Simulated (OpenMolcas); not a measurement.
**Fe: effect of the IPEA shift**

* Program: OpenMolcas
* Basis: ANO-RCC-VTZP [6s5p3d2f1g]
* Scalar Hamiltonian: DKH2, point nucleus
* Active space: 8 electrons in 6 orbitals (3d 4s)
* State averaging: 2S+1 = 5 even, 15 roots; 2S+1 = 3 even, 73 roots kept (CI in the orbitals of an earlier block); 2S+1 = 1 even, 45 roots kept (CI in the orbitals of an earlier block)
* Spin-orbit coupling: RASSI with atomic mean-field integrals over the reference wave functions, term energies averaged over their components

Methods on the same reference wave functions:
A. CASSCF
B. MS-CASPT2, IPEA 0 Eh, imaginary shift 0.1 Eh (closed shells correlated: 3s 3p)
C. MS-CASPT2, IPEA 0.25 Eh, imaginary shift 0.1 Eh (closed shells correlated: 3s 3p)

Energies in cm-1 above 3d6 4s2 5D4, the measured ground level; measured values from NIST Handbook of Basic Atomic Spectroscopic Data.

```
      Level      A      B      C  Measured
3d6 4s2 5D4    0.0    0.0    0.0       0.0
3d6 4s2 5D3    386    386    386       416
3d6 4s2 5D2    663    661    662       704
3d6 4s2 5D1    842    839    842       888
3d6 4s2 5D0    931    927    930       978
 3d7 4s 5F5   7318  14290  14220          
 3d7 4s 5F4   7794  14780  14700          
 3d7 4s 5F3   8169  15160  15080          
 3d7 4s 5F2   8447  15440  15350          
 3d7 4s 5F1   8630  15620  15530          
 3d7 4s 3F4  14565  17140  18620          
 3d7 4s 3F3  15197  17760  19250          
 3d7 4s 3F2  15666  18240  19720          
3d6 4s2 3H6  20145  20110  21130     19390
3d6 4s2 3P2  21608  17970  20640     18378
3d6 4s2 3P1  22723  19090  21760     19552
3d6 4s2 3P0  23291  19670  22330     20038
3d6 4s2 3F3  23397  21410  22780          
3d6 4s2 3F2  23593  21310  22960     21039
 3d7 4s 5P3  23810  25840  26390          
 3d7 4s 5P2  24031  25910  26590          
 3d7 4s 5P1  24251  26180  26820          
3d6 4s2 3G5  24695  19340  25160          
3d6 4s2 3G4  25034  19520  25480
```

Deviations, from unrounded energies. A percentage is the sum of absolute deviations over the sum of measured energies, with the sign that they share, or ± where signs differ.

| Against measurement | Levels | A | B | C |
| --- | --- | --- | --- | --- |
| mean absolute deviation (cm-1) | 9 | 1500 | 270 | 1200 |
| fine structure of the ground term (%) | 4 | -5.5 | -5.8 | -5.5 |
| other terms of the ground configuration (%) | 5 | +13.2 | ±2.3 | +10.6 |

B lies closest to measurement on these levels and A furthest from it. The largest miss of B in the table is 3d6 4s2 3H6, by +720 cm-1. The ranking rests on the paired levels alone, and a cruder setting can come out closer through cancelling errors.

Between B and C the level of the table that moves most is 3d6 4s2 3G4, by 6000 cm-1 (lowest in B, highest in C). Moves below CASPT2's spread within the term are not significant.

The mean deviations of B to C differ by less than CASPT2's widest spread within a term (1500 cm-1), so their order carries little weight.

From A to B the spin-free energies of the other terms of 3d6 4s2 shown, above 5D, scale by factors of 0.79 to 1.00.

The lowest spin-free term lies below A's lowest term by 0.630 hartree in B, 0.614 hartree in C.

CASPT2 does not keep the components of a term degenerate, so their means are used; among the terms shown or strongly mixed into the levels shown the widest spread is 1500 cm-1 (3d7 4s 5F, C). Over all roots computed the reference weight is 0.83 to 0.89 in B, 0.85 to 0.90 in C; the roots of lowest weight are the least certain, and an intruder state may touch them. Terms from blocks run as CI alone lack orbitals of their own. Configurations are named by rounded mean occupations; where the s occupation lies near a half they are strongly mixed, a name can repeat and a true partner stay unpaired. A single d shell beside an s shell can misplace configurations of different d count against each other. The CASPT2 spread within a term exceeds the gap to the next term for 3d7 4s 3F and 3d6 4s2 3P, 3d6 4s2 3H and 3d7 4s 3G, so the order of their levels is uncertain, and so are names and mixing where such terms share a J (figures for B; the like holds for C). Without dynamic correlation excited terms often stand tens of per cent too high (terms of higher spin than the ground term too low), and those without a measured partner can miss by more than the paired ones (holds for A). Blocks of more than 70 roots (2S+1 = 3 even) ran without multistate coupling (holds for B; C). Measured partners are found by configuration, term and J. A level has none where our copy of the source lacks it or the pairing is in doubt (some pairs that miss far off the trend of their configuration count as doubtful), and it then counts in no deviation. Levels of configurations outside the active space are missing. The table leaves out levels that lie high or whose names do not pair safely across all columns.
